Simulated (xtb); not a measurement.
lutetium atom (Lu), doublet (GFN-xTB shapes and energies of metal compounds can be far from the true ones); GFN2-xTB (xtb).

Input for xtb:
```
$ xtb mol.xyz --gfn 2 --uhf 1 --acc 0.0001 --json

# file mol.xyz
1

Lu     0.00000000     0.00000000     0.00000000
```

Problem. Write the output that xtb gives for this input, abridged.

Solution. 
```
   ID    Z sym.   atoms
    1   71 Lu     1

           -------------------------------------------------
          |                Calculation Setup                |
           -------------------------------------------------

           -------------------------------------------------
          |                 G F N 2 - x T B                 |
           -------------------------------------------------

          ...................................................
          :                      SETUP                      :
          :.................................................:
          :  # basis functions                  10          :
          :  # atomic orbitals                   9          :
          :  # shells                            3          :
          :  # electrons                         3          :
          :  max. iterations                   250          :
          :  Hamiltonian                  GFN2-xTB          :
          :  restarted?                      false          :
          :  GBSA solvation                  false          :
          :  PC potential                    false          :
          :  electronic temp.          300.0000000     K    :
          :  accuracy                    0.0001000          :
          :  -> integral cutoff          0.6500000E+02      :
          :  -> integral neglect         0.1000000E-11      :
          :  -> SCF convergence          0.1000000E-09 Eh   :
          :  -> wf. convergence          0.1000000E-07 e    :
          :  Broyden damping             0.4000000          :
          :  net charge                          0          :
          :  unpaired electrons                  1          :
          ...................................................

 iter      E             dE          RMSdq      gap      omega  full diag
   1     -0.8196940 -0.819694E+00  0.141E+01    0.00       0.0  T
   2     -0.8196940  0.000000E+00  0.113E+01    0.00       0.0  T
   3     -0.8196940  0.000000E+00  0.871E+00    0.00       0.0  T
   4     -0.8196940  0.000000E+00  0.697E+00    0.00       0.0  T
   5     -0.8196940  0.000000E+00  0.558E+00    0.00       0.0  T
   6     -0.8196940  0.000000E+00  0.446E+00    0.00       0.0  T
   7     -0.8196940  0.000000E+00  0.357E+00    0.00       0.0  T
   8     -0.8196940  0.000000E+00  0.285E+00    0.00       0.0  T
   9     -0.8196940 -0.222045E-15  0.228E+00    0.00       0.0  T
[...]
         :: total energy              -0.819694009197 Eh    ::
[...]

         #    Occupation            Energy/Eh            Energy/eV
      -------------------------------------------------------------
         1        2.0000           -0.2880017              -7.8369
         2        0.2000           -0.2229763              -6.0675 (HOMO)
         3        0.2000           -0.2229763              -6.0675 (LUMO)
         4        0.2000           -0.2229763              -6.0675
         5        0.2000           -0.2229763              -6.0675
         6        0.2000           -0.2229763              -6.0675
         7                         -0.0369287              -1.0049
         8                         -0.0369287              -1.0049
         9                         -0.0369287              -1.0049
      -------------------------------------------------------------
                  HL-Gap            0.0000000 Eh            0.0000 eV
             Fermi-level           -0.2401987 Eh           -6.5361 eV

     #   Z          covCN         q      C6AA      α(0)
     1  71 Lu       0.000    -0.000  1678.378   136.853

 Mol. C6AA /au·bohr⁶  :       1678.377865
 Mol. C8AA /au·bohr⁸  :     309113.105106
 Mol. α(0) /au        :        136.853067

Wiberg/Mayer (AO) data.
largest (>0.10) Wiberg bond orders for each atom

 ---------------------------------------------------------------------------
     #   Z sym  total        # sym  WBO       # sym  WBO       # sym  WBO
 ---------------------------------------------------------------------------
     1  71 Lu   0.000
 ---------------------------------------------------------------------------

molecular dipole:
                 x           y           z       tot (Debye)
 q only:        0.000       0.000       0.000
   full:        0.000       0.000       0.000       0.000
molecular quadrupole (traceless):
                xx          xy          yy          xz          yz          zz
 q only:        0.000       0.000       0.000       0.000       0.000       0.000
  q+dip:        0.000       0.000       0.000       0.000       0.000       0.000
   full:        0.000       0.000       0.000       0.000       0.000       0.000

           -------------------------------------------------
          | TOTAL ENERGY               -0.819694009197 Eh   |
          | GRADIENT NORM               0.000000000000 Eh/α |
          | HOMO-LUMO GAP               0.000000000000 eV   |
           -------------------------------------------------

normal termination of xtb
```
